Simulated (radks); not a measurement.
All-electron atom: Ir2+ in [Xe] 4f14 5d7 (the NIST ground configuration). Method: scalar-relativistic Kohn-Sham, r2SCAN, spin-unpolarised, spherical densities, finite nucleus; meta-GGA in the generalised Kohn-Sham scheme; Fermi nuclear charge, rms radius 5.4032 fm; hard spherical wall at 3 bohr; computed with a radial shooting solver on a logarithmic mesh with Libxc functionals.

Unscreened Slater integrals over Kohn-Sham orbitals (eV). Empty in this configuration: 6s.

integral,value
"F0(5d,5d)",16.945
"F2(5d,5d)",9.2071
"F4(5d,5d)",6.2180
"F0(5d,5p)",18.688
"F2(5d,5p)",9.5616
"G1(5d,5p)",11.602
"G3(5d,5p)",7.2264
"F0(5d,4f)",21.337
"F2(5d,4f)",5.1458
"F4(5d,4f)",2.4167
"G1(5d,4f)",1.7754
"G3(5d,4f)",1.6373
"G5(5d,4f)",1.3001
"F0(5d,5s)",19.492
"G2(5d,5s)",7.6237
"F0(5d,6s)",14.569
"G2(5d,6s)",4.0454
"F0(5p,5p)",21.476
"F2(5p,5p)",11.593
"F0(5p,4f)",26.417
"F2(5p,4f)",8.2006
"G2(5p,4f)",3.2687
"G4(5p,4f)",2.7136
"F0(5p,5s)",22.906
"G1(5p,5s)",15.282
"F0(5p,6s)",15.465
"G1(5p,6s)",1.9646
"F0(4f,4f)",46.538
"F2(4f,4f)",22.901
"F4(4f,4f)",14.538
"F6(4f,4f)",10.509
"F0(4f,5s)",29.713
"G3(4f,5s)",4.2298
"F0(4f,6s)",17.287
"G3(4f,6s)",0.91086
"F0(5s,5s)",24.770
"F0(5s,6s)",15.918
"G0(5s,6s)",1.1719
"F0(6s,6s)",13.374

Derived for the open shells (J is the average intra-shell exchange parameter used in DFT+U). 5d: Racah B = F2/49 - 5 F4/441 = 0.1174 eV, C = 35 F4/441 = 0.4935 eV, C/B = 4.20, F4/F2 = 0.675, J = (F2 + F4)/14 = 1.102 eV.
